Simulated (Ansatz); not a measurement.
A nudged elastic band was laid between two geometries of CH8GeN2 (12 atoms, charge 0, multiplicity 1).

Level of theory: RKS CAM-B3LYP-D4/def2-SVP in Ansatz 0.2.0.

```json
{
 "movable images": "7",
 "climbing image": "yes",
 "spring": "5.0 eV/Å²",
 "optimiser": "fire",
 "start path": "IDPP",
 "force threshold": "0.05 eV/Å",
 "iteration limit": "59",
 "end points": "relaxed",
 "largest step": "0.02 Å"
}
```

Initial state:

```xyz
12
Properties=species:S:1:pos:R:3
C -0.752 1.307 -0.728
Ge 0.404 -0.164 -0.212
N 1.311 0.254 1.319
N -0.706 -1.599 0.086
H -1.307 1.075 -1.649
H -1.479 1.514 0.071
H -0.153 2.212 -0.900
H 1.506 -0.417 -1.265
H 2.201 -0.215 1.455
H 0.770 0.204 2.179
H -1.457 -1.733 -0.586
H -0.259 -2.494 0.266
```

Final state:

```xyz
12
Properties=species:S:1:pos:R:3
C -0.430 1.535 -0.517
Ge 0.258 -0.268 -0.308
N 1.136 -0.292 1.306
N -1.120 -1.469 -0.289
H -1.000 1.613 -1.453
H -1.097 1.783 0.321
H 0.385 2.273 -0.541
H 1.130 -0.687 -1.515
H 1.721 0.514 1.510
H 1.651 -1.139 1.533
H -0.894 -2.414 -0.583
H -1.662 -1.504 0.570
```

(1) What changes between the two ends?

(2) What energy profile does the band end with?

(3) What is the geometry of the highest image?

Answers

(1) No bond is made or broken. The dihedral H8–Ge2–N4–H11 goes from -81 to 34°. The two ends are copies of one structure, up to a mirror image or an exchange of like atoms.

(2) The forces met the threshold. The highest image is number 4 of 0 to 8, 13.2 kJ/mol above the ends, which have the same energy within 2 meV. The order of the stationary point at the top wasn't checked.

| image | path coordinate (Å) | energy (kJ/mol) | dihedral H8–Ge2–N4–H11 (°) |
| --- | --- | --- | --- |
| 0 | 0.00 | 0.0 | -81 |
| 1 | 0.42 | 1.4 | -69 |
| 2 | 0.84 | 5.7 | -55 |
| 3 | 1.26 | 11.0 | -42 |
| 4 | 1.68 | 13.2 | -28 |
| 5 | 2.10 | 10.9 | -13 |
| 6 | 2.52 | 5.7 | 1 |
| 7 | 2.94 | 1.4 | 18 |
| 8 | 3.36 | 0.0 | 34 |

(3) 
```xyz
12
Properties=species:S:1:pos:R:3
C -0.559 1.506 -0.651
Ge 0.287 -0.196 -0.261
N 1.190 -0.057 1.332
N -1.020 -1.459 0.001
H -1.160 1.451 -1.570
H -1.222 1.761 0.188
H 0.186 2.306 -0.767
H 1.241 -0.604 -1.416
H 2.174 0.189 1.258
H 1.104 -0.850 1.962
H -1.274 -2.004 -0.819
H -0.870 -2.099 0.777
```

Run time: 15 min on 2 threads of Arm Neoverse V1 (shared host), peak memory 0.34 GiB.
